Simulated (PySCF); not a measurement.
# Titanium: a sound run and one with changed settings

Sound run: Ti [Ar] 3d2 4s2, Ti⁺ [Ar] 3d2 4s1. Calculation: PySCF 2.14, in pcseg-2 (6s4p3d2f1g, 56 functions); no relativity, point nucleus. The sound run starts from symmetry-adapted Hartree-Fock orbitals and uses a fine grid where one is needed.

A second run was set up differently.

```csv
species,method,sound run (hartree),changed run (hartree),converged
Ti,UHF,-848.39669,-848.39669,yes
Ti,M06-2X,-849.34467,-849.82758,yes
Ti,MN15,-849.38420,-850.29676,yes
Ti⁺,UHF,-848.19356,-848.19356,yes
Ti⁺,M06-2X,-849.08303,-849.58432,yes
Ti⁺,MN15,-849.12941,-850.06029,yes
```

Ionisation energy of Ti:

```
method  sound run (eV)  changed run (eV)
   UHF           5.527             5.527
M06-2X           7.120             6.620
  MN15           6.933             6.435
```

(1) What was changed?
A. level shift left on
B. radial grid too coarse
C. a valence shell is frozen
D. all electrons correlated in a valence basis

Answers

(1) B. It used radial step 0.8 in ln r (0.13 in the sound run). A coarse radial grid mis-integrates the density and the exchange-correlation energy, with errors of either sign; Hartree-Fock needs no grid.
